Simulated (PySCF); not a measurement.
A calculated (r2SCAN, PySCF 2.14, aug-cc-pwCVTZ-DK, scalar relativity by spin-free X2C-1e) atom or ion has these occupied shells.

```
shell  electrons  orbital energy (eV)  rms radius, mean of both spins (bohr)
 1s α          1              -5926.6                                 0.0735
 1s β          1              -5926.6                                 0.0735
 2s α          1              -704.92                                  0.318
 2s β          1              -703.15                                  0.318
 2p α          3              -595.60                                  0.288
 2p β          3              -594.24                                  0.288
 3s α          1              -105.83                                  0.955
 3s β          1              -101.94                                  0.955
 3p α          3              -75.802                                   1.02
 3p β          3              -71.766                                   1.02
 3d α          3              -31.052                                   1.26
 4s α          1              -21.620                                   2.83
```

**Question.** Name the element and its charge.

**Answer.** Cr²⁺ (chromium, charge +2), in [Ar] 3d3 4s1, high-spin 5F determinant (an excited configuration).
